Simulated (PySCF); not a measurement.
# Bonding in `[H]/N=C(\C#C)C(=C)O[SiH2]OC`

Compound: C6H9NO2Si.
Numbering: `[H]/[N:4]=[C:3](\[C:2]#[CH:1])[C:5](=[CH2:6])[O:7][SiH2:8][O:9][CH3:10]` (hydrogens: H11 on C1; H12 on N4; H13, H14 on C6; H15, H16 on Si8; H17, H18, H19 on C10)

Geometry (GFN2-xTB, Å), atoms numbered from 1 in this order:
```
atom  x, y, z in Å
C1     4.0383    1.4690   -0.6907
C2     2.9235    1.0585   -0.5095
C3     1.5705    0.6175   -0.4462
N4     0.7518    0.6823   -1.4120
C5     1.0802    0.0489    0.8176
C6     1.8790   -0.0675    1.8858
O7    -0.1847   -0.3408    0.8467
Si8   -1.2909   -0.2752   -0.3501
O9    -2.4866   -0.9271    0.5425
C10   -3.7705   -1.1568    0.0725
H11    5.0239    1.8152   -0.8002
H12    1.0995    1.0761   -2.2799
H13    2.9042    0.2504    1.8521
H14    1.5062   -0.4848    2.8033
H15   -1.0112   -1.1773   -1.4641
H16   -1.6833    1.0823   -0.7200
H17   -3.7548   -1.8100   -0.8046
H18   -4.3502   -1.6326    0.8642
H19   -4.2545   -0.2188   -0.2148
```

Bond orders from the PBE0/pcSseg-1 density (PySCF). One conformer (not necessarily the lowest) at the GFN2-xTB geometry, without solvent, vibrations or thermal averaging.

Q: Where do the orders between heavy atoms depart from those drawn in the SMILES?

A: The largest departure is 0.603, at C1–C2 (drawn triple, 2.397). Drawn single, order below 0.88: C2–C3 (0.867). Drawn double or triple, more than 0.30 short of the drawn order: C1–C2 (2.397).

Q: Give the Mayer order of every bond between heavy atoms, beside its length.

A: 
```
  bond  drawn as  length (Å)  Mayer order
 C1–C2    triple       1.202        2.397
 C2–C3    single       1.424        0.867
 C3–N4    double       1.268        1.924
 C3–C5    single       1.470        1.033
 C5–C6    double       1.339        1.853
 C5–O7    single       1.324        1.008
O7–Si8    single       1.631        0.893
Si8–O9    single       1.628        0.967
O9–C10    single       1.386        0.924
```

By pair of heavy elements: C–C: lowest C2–C3 (0.867, 1.424 Å), highest C1–C2 (2.397, 1.202 Å); in 1 of the 6 pairs the longer bond (by over 0.003 Å) has the higher order (by 0.02 or more). C–O: lowest O9–C10 (0.924, 1.386 Å), highest C5–O7 (1.008, 1.324 Å). O–Si: lowest O7–Si8 (0.893, 1.631 Å), highest Si8–O9 (0.967, 1.628 Å).

Q: And the bonds to hydrogen?

A: C–H: 0.93 to 1.12 (6 bonds); H–N: 0.94 (1 bond); H–Si: 0.89 (2 bonds).

Q: Sum the orders of all bonds at each heavy atom with more than one neighbour and set the sums beside the valence in the SMILES.

A: C1 3.521 (drawn 4), C2 3.264 (drawn 4), C3 3.824 (drawn 4), N4 2.859 (drawn 3), C5 3.894 (drawn 4), C6 3.718 (drawn 4), O7 1.901 (drawn 2), Si8 3.647 (drawn 4), O9 1.891 (drawn 2), C10 3.821 (drawn 4). Orders between atoms that aren't bonded are not in these sums.

For a closed shell the Mayer order of atoms A and B is Σ (PS)μν (PS)νμ over the basis functions μ on A and ν on B, with P the density and S the overlap matrix.
